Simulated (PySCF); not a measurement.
How methods differ on the ionisation energy of Tm³⁵⁺

Tm³⁵⁺ [Ar] 3d10 4s2 4p4 [4p1/2^2 4p3/2^2, M_J = 2] → Tm³⁶⁺ [Ar] 3d10 4s2 4p3 [4p1/2^2 4p3/2^1, M_J = 3/2], as a difference of total energies. Computed with PySCF 2.14 in an even-tempered Gaussian basis (17 s from 3.7 bohr⁻², ratio 2.8; 13 p from 4.8 bohr⁻², ratio 2.8; 8 d from 8.6 bohr⁻², ratio 2.8; 4 f from 23 bohr⁻², ratio 3), with the two-component X2C-1e Hamiltonian. Correlated levels: [Ne] frozen; the 74 highest virtual spinors dropped. "Screened" scales the spin-orbit matrix elements by Boettger's factors to mimic the two-electron term; Breit and QED terms are absent.

```json
{"method": "GHF (spin-free)", "ionisation energy (eV)": "1549.6"}
{"method": "GMP2 (spin-free)", "ionisation energy (eV)": "1551.0"}
{"method": "GHF (screened spin-orbit)", "ionisation energy (eV)": "1537.2"}
{"method": "GMP2 (screened spin-orbit)", "ionisation energy (eV)": "1538.0"}
```

Breit and QED terms and the two-electron picture change are absent.

The spin-free rows relax to the high-spin LS determinant and lack the spin-orbit shift.

The labels give the starting determinants; with spin-orbit coupling the two ends relaxed to ⟨J²⟩ = 6.00, ⟨L²⟩ = 3.23, ⟨S²⟩ = 1.46 and ⟨J²⟩ = 3.75, ⟨L²⟩ = 2.47, ⟨S²⟩ = 1.58.

For comparison: 1542 ± 5 eV (theoretical estimate listed by NIST; NIST Atomic Spectra Database, ionization energies).
